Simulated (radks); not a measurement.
Spin polarisation of the 5d1 shell in the lanthanum ion La2+. Start: [Xe] 5d(up 0.5, down 0.5); electrons of 5d are moved from spin down to spin up, other shells keep equal spins. All-electron calculation, scalar-relativistic Kohn-Sham, PBE, spin-polarised, spherical densities, point nucleus. Program: a radial shooting solver on a logarithmic mesh with Libxc functionals.

[
 {"moment (Bohr magnetons)": "0", "E - E(0) (eV)": "0.000", "e(5d up) (eV)": "-14.698", "e(5d down) (eV)": "-14.698", "5p down minus up (eV)": "0.000", "5s down minus up (eV)": "0.000"},
 {"moment (Bohr magnetons)": "0.25", "E - E(0) (eV)": "-0.011", "e(5d up) (eV)": "-14.781", "e(5d down) (eV)": "-14.610", "5p down minus up (eV)": "0.132", "5s down minus up (eV)": "0.096"},
 {"moment (Bohr magnetons)": "0.5", "E - E(0) (eV)": "-0.043", "e(5d up) (eV)": "-14.861", "e(5d down) (eV)": "-14.517", "5p down minus up (eV)": "0.264", "5s down minus up (eV)": "0.191"},
 {"moment (Bohr magnetons)": "0.75", "E - E(0) (eV)": "-0.097", "e(5d up) (eV)": "-14.937", "e(5d down) (eV)": "-14.415", "5p down minus up (eV)": "0.396", "5s down minus up (eV)": "0.287"},
 {"moment (Bohr magnetons)": "1", "E - E(0) (eV)": "-0.174", "e(5d up) (eV)": "-15.012", "e(5d down) (eV)": "-14.295", "5p down minus up (eV)": "0.529", "5s down minus up (eV)": "0.383"}
]

At moment 1 the spin-polarisation energy is -0.174 eV and the 5d exchange splitting 0.717 eV, that is 0.717 eV per Bohr magneton; E = -I m^2/4 would give I = 0.696 eV.
